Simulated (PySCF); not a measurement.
Input of a response calculation (the driver script's job line, then coordinates in Å):

```
{"job": {"kind": "uv", "xc": "CAM-B3LYP", "basis": "def2-SVPD", "ip": true}, "charge": 0, "multiplicity": 1}
C      3.684001     1.135101     0.823101
C      2.467710     0.283655     0.713954
C      1.518553     0.387965    -0.223746
P      0.115459    -0.742447    -0.163464
C      0.034399    -1.490712    -1.816384
O      0.192660    -1.729250     0.965111
C     -1.346524     0.318667    -0.056222
C     -2.179921     0.124918     0.974267
P     -3.778614     0.942069     1.261176
H      4.596197     0.516960     0.780622
H      3.707701     1.651517     1.797176
H      3.736274     1.890836     0.026245
H      2.328807    -0.501772     1.469887
H      1.573885     1.147861    -1.013758
H     -0.040123    -0.727328    -2.605114
H     -0.844936    -2.149552    -1.857097
H      0.942043    -2.091831    -1.971258
H     -1.514308     1.099112    -0.809128
H     -1.919720    -0.685427     1.671663
H     -3.500006     1.425830     2.575710
H     -3.488826     2.180533     0.613281
```

Its output, with some lines taken out ([cut]):

```
coarse grid: 18296 points
cycle   1  E = -992.8683542610  dE =  1.206e+00  |g| = 9.128e-01  |ddm| = 8.489e+00
cycle   2  E = -992.5481657417  dE =  3.202e-01  |g| = 1.586e+00  |ddm| = 3.297e+00
cycle   3  E = -993.0474237684  dE = -4.993e-01  |g| = 1.330e-01  |ddm| = 2.023e+00
cycle   4  E = -993.0508264462  dE = -3.403e-03  |g| = 6.692e-02  |ddm| = 3.766e-01
cycle   5  E = -993.0519104819  dE = -1.084e-03  |g| = 1.922e-02  |ddm| = 1.616e-01
cycle   6  E = -993.0520043437  dE = -9.386e-05  |g| = 3.472e-03  |ddm| = 4.180e-02
cycle   7  E = -993.0520082567  dE = -3.913e-06  |g| = 7.641e-04  |ddm| = 1.085e-02
final grid: 166776 points
cycle   8  E = -993.1957175403  dE = -3.335e-05  |g| = 3.189e-03  |ddm| = 1.224e-01
cycle   9  E = -993.1957178969  dE = -3.566e-07  |g| = 3.164e-03  |ddm| = 1.520e-02
cycle  10  E = -993.1957202439  dE = -2.347e-06  |g| = 6.802e-04  |ddm| = 5.144e-03
cycle  11  E = -993.1957203252  dE = -8.122e-08  |g| = 1.921e-04  |ddm| = 1.071e-03
cycle  12  E = -993.1957203329  dE = -7.737e-09  |g| = 6.203e-05  |ddm| = 5.149e-04
cycle  13  E = -993.1957203339  dE = -9.841e-10  |g| = 1.135e-05  |ddm| = 1.350e-04
converged SCF energy = -993.1957203339

[cut]

Singlet excitations
state   eV       nm        f      main configurations
  1   5.6384    219.9   0.32883   H->L 0.81
  2   5.9634    207.9   0.15085   H-2->L 0.50, H-1->L 0.24, H-3->L 0.13
  3   6.1264    202.4   0.00786   H-1->L 0.55, H-2->L 0.36
  4   6.3504    195.2   0.02172   H->L+1 0.29, H->L+2 0.28, H->L+3 0.25
  5   6.5565    189.1   0.17183   H-3->L 0.73, H-1->L 0.08
[cut]
  7   6.9131    179.3   0.03911   H-2->L+1 0.35, H-2->L+2 0.19, H->L+5 0.10
[cut]
[cut]
[cut]

[cut]
Vertical ionisation energy (delta-SCF) = 9.0351 eV
```

Method used: PySCF 2.14.0, density-fitted response routines, TDDFT CAM-B3LYP/def2-SVPD, vertical, gas phase, core orbitals frozen in the response. The structure is a single PBE0-D3(BJ)/def2-SVP conformer in the gas phase; no vibrational or solvent corrections.

Problem. Restore the lines that were cut, in order.

Solution. 
```
Static polarisability (au): isotropic 131.752, principal 105.974 121.743 167.538
  6   6.8222    181.7   0.02938   H->L+5 0.52, H->L+2 0.15, H->L+1 0.10
  8   7.0039    177.0   0.12814   H-1->L+1 0.20, H-2->L+1 0.12, H->L+5 0.10
  9   7.1355    173.8   0.05077   H-1->L+1 0.29, H->L+6 0.22, H->L+7 0.10
 10   7.2510    171.0   0.03138   H->L+6 0.28, H-4->L 0.24, H->L+1 0.10
Triplet excitations (Tamm-Dancoff, eV): 3.8759 4.2475 5.3621 5.6354
```

Problem. What is the gap between the lowest singlet and the lowest triplet?

Solution. 5.6384 − 3.8759 = 1.7625 eV (full response against Tamm–Dancoff).

Problem. What transition dipole goes with state 1?

Solution. |μ|² = 3f / (2ΔE) = 3 × 0.3288 / (2 × 0.2072) = 2.380 au, so |μ| = 3.92 D.

Problem. What is the polarisability anisotropy, √(½[(α1 − α2)² + (α2 − α3)² + (α3 − α1)²])?

Solution. 55.39 au.

Problem. Which species is it?

Solution. `C/C=C/[P@@](C)(=O)/C=C/P` (C6H12OP2), point group C1.

The SCF starts on a coarse grid; the energy jumps when the final grid takes over, and dE counts afresh there. H and L stand for HOMO and LUMO.

Conformer computed: `[CH3:1]/[CH:2]=[CH:3]/[P@@:4]([CH3:5])(=[O:6])/[CH:7]=[CH:8]/[PH2:9]`: C2–C3–P4–C5 -127°, C3–P4–C7–C8 -124°, H–P9–C8–C7 -126°, H–P9–C8–C7 -30°.
